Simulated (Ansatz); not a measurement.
Molecule: sum formula H$_{2}$BO$_{3}$, net charge -1, singlet state. It need not be the lowest isomer of its formula. Whether it binds its extra electron was not tested at this geometry. 
Structure (B3LYP-D3(BJ)/def2-TZVP (Ansatz, a program for electronic structure) minimum search):
```xyz
6

O     -1.2609    -0.7831    -0.0568
B     -0.1765    -0.1096    -0.0080
O     -0.1129     1.3532     0.0003
O      1.1614    -0.7020     0.0469
H      0.7446     1.6625     0.3046
H      1.8364    -0.0596    -0.1882
```
Charge -1, spin multiplicity 1.

Total electronic energies in hartree. Correlated levels leave the core frozen unless marked. No spin-orbit coupling. Non-relativistic unless marked X2C. CBS marks a two-point X^-3 extrapolation of the correlation energy; Hartree-Fock from the larger set. The bracket is a focal-point correction in the basis named.

| level | program | energy (Eh) |
|---|---|---|
| r2SCANh/def2-TZVPD | Ansatz | ___ |
| HSE06-D3(BJ)/def2-TZVPD | Ansatz + dftd3 | ___ |
| MP2/STO-3G | Ansatz | -247.15919 |
| MP2/cc-pVDZ | Ansatz | -251.23004 |
| CCSD/STO-3G | Ansatz | -247.18584 |
| CCSD/aug-cc-pVDZ | Ansatz | -251.33374 |
| CCSD/cc-pwCVTZ | Ansatz | -251.52850 |
| X2C-CCSD(T)/cc-pVTZ-DK | Ansatz | -251.70594 |
| RI-MP2/CBS(aug-cc-pVTZ,aug-cc-pVQZ)+[CCSD(T)-MP2]/aug-cc-pVTZ | Ansatz | -251.6913 |

Q: Complete the blanks.

A: 
- r2SCANh/def2-TZVPD, energy (Eh): -251.86670
- HSE06-D3(BJ)/def2-TZVPD, energy (Eh): -251.72161
